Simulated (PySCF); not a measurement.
## Krypton: a sound run and one with changed settings

Sound run: Kr [Kr], Kr⁺ [Ar] 3d10 4s2 4p5. Calculation: PySCF 2.14, in cc-pVTZ-DK (6s5p3d1f, 43 functions); the spin-free X2C one-electron Hamiltonian (Gaussian nucleus). In the sound run the correlated levels freeze [Ar] 3d10. The sound run starts from symmetry-adapted Hartree-Fock orbitals and uses a fine grid where one is needed.

Changed run: a valence shell is frozen. This setting is unsound on purpose.

```
species   method  sound run (hartree)  changed run (hartree)  converged
     Kr      MP2          -2788.34432            -2788.29709        yes
     Kr  CCSD(T)          -2788.36512            -2788.30709        yes
    Kr⁺      MP2          -2787.83065            -2787.77854        yes
    Kr⁺  CCSD(T)          -2787.85438            -2787.78924        yes
```

Ionisation energy of Kr:

```csv
method,sound run (eV),changed run (eV)
UHF,13.051,13.051
MP2,13.978,14.110
SCS-MP2,13.893,14.060
CCSD,13.861,14.042
CCSD(T),13.898,14.091
```

Freezing a valence shell removes pair correlation that changes on ionisation.

For comparison, NIST gives 14.000 eV between the lowest levels.
